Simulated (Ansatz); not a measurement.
Si₂Ge₃, relaxed as a singlet with RKS PBE-D4/def2-SVP in Ansatz, starting from the GFN1-xTB geometry. Force threshold 0.02 eV/Å.

The restricted singlet is unstable towards broken spin symmetry in Hartree–Fock (as tested in another run); at PBE-D4/def2-SVP this wasn't settled. Another isomer (singlet) lies 0.07 eV lower at PBE0-D4/def2-TZVP; other spin states weren't run for this one.

Start:

| atom | x (Å) | y (Å) | z (Å) |
| --- | --- | --- | --- |
| Si1 | -0.5163 | -0.7065 | 0.7460 |
| Si2 | -0.0405 | -2.0775 | -1.0224 |
| Ge3 | -0.2813 | 1.5778 | -0.5789 |
| Ge4 | -0.4734 | 1.3116 | 1.8178 |
| Ge5 | 1.3114 | -0.1054 | -0.9625 |

```tsv
step	energy (eV)	largest force component (eV/Å)	SCF passes
1	-185250.4314	1.679	19
2	-185250.7206	0.263	29
3	-185250.7380	0.071	22
4	-185250.7398	0.028	23
5	-185250.7414	0.026	21
6	-185250.7428	0.032	22
7 (rejected)	-185250.7265	0.355	22
8	-185250.7435	0.015	22
```

Force components are those of the run's own axes.

End:

```xyz
5

Si   -0.484   -0.750    0.823
Si   -0.166   -1.906   -1.089
Ge   -0.416    1.451   -0.686
Ge   -0.461    1.338    1.851
Ge    1.527   -0.133   -0.900
```

By distances, no bond broke or formed. The bond that changes most is Ge3–Ge5, from 2.35 to 2.52 Å (atoms count from 1).

No frequencies were taken in this run, so the end may be a saddle point.

Run time 7 s (4 threads of Intel Xeon on a shared host).
